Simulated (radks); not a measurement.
The numbers below are computed, except where a source is named.
Dispersion coefficients C6 (hartree bohr^6) between ground-configuration atoms and ions, from the Casimir-Polder integral (3/pi) of alpha_A(iw) alpha_B(iw). Level of theory: scalar-relativistic Kohn-Sham, LDA (Slater exchange, Perdew-Wang correlation), spin-unpolarised, spherical densities, finite nucleus; Fermi nuclear charge, rms radius of each element as measured or else 0.836 A^(1/3) + 0.57 fm (a radial shooting solver on a logarithmic mesh with Libxc functionals). Response by self-consistent Sternheimer equations with the Hartree and adiabatic LDA kernel, the relativistic mass of each level held fixed and spin-orbit coupling left out.

\begin{tabular}{lrrrrrrrrr}
C6 & Cu & Zn+ & Ga2+ & Ge3+ & As4+ & Se5+ & Br6+ & Kr7+ & Rb8+ \\ \hline
Cu & 250.8 &  &  &  &  &  &  &  &  \\
Zn+ & 125.3 & 65.45 &  &  &  &  &  &  &  \\
Ga2+ & 77.09 & 41.33 & 26.51 &  &  &  &  &  &  \\
Ge3+ & 52.54 & 28.68 & 18.60 & 13.15 &  &  &  &  &  \\
As4+ & 38.09 & 21.09 & 13.79 & 9.814 & 7.360 &  &  &  &  \\
Se5+ & 28.81 & 16.13 & 10.63 & 7.600 & 5.723 & 4.466 &  &  &  \\
Br6+ & 22.47 & 12.70 & 8.419 & 6.048 & 4.571 & 3.577 & 2.873 &  &  \\
Kr7+ & 17.95 & 10.23 & 6.815 & 4.915 & 3.726 & 2.924 & 2.353 & 1.931 &  \\
Rb8+ & 14.60 & 8.385 & 5.612 & 4.061 & 3.087 & 2.428 & 1.958 & 1.610 & 1.345 \\
\end{tabular}

Static polarisabilities (bohr^3): Cu ([Ar] 3d10 4s1) 39.20, Zn+ ([Ar] 3d10 4s1) 15.67, Ga2+ ([Ar] 3d10 4s1) 8.614, Ge3+ ([Ar] 3d10 4s1) 5.447, As4+ ([Ar] 3d10 4s1) 3.736, Se5+ ([Ar] 3d10 4s1) 2.704, Br6+ ([Ar] 3d10 4s1) 2.034, Kr7+ ([Ar] 3d10 4s1) 1.575, Rb8+ ([Ar] 3d10 4s1) 1.248. The combination rule 2 Ca Cb / ((alpha_b/alpha_a) Ca + (alpha_a/alpha_b) Cb) gives 3.700 for Kr7+-As4+, against 3.726 from the integral.
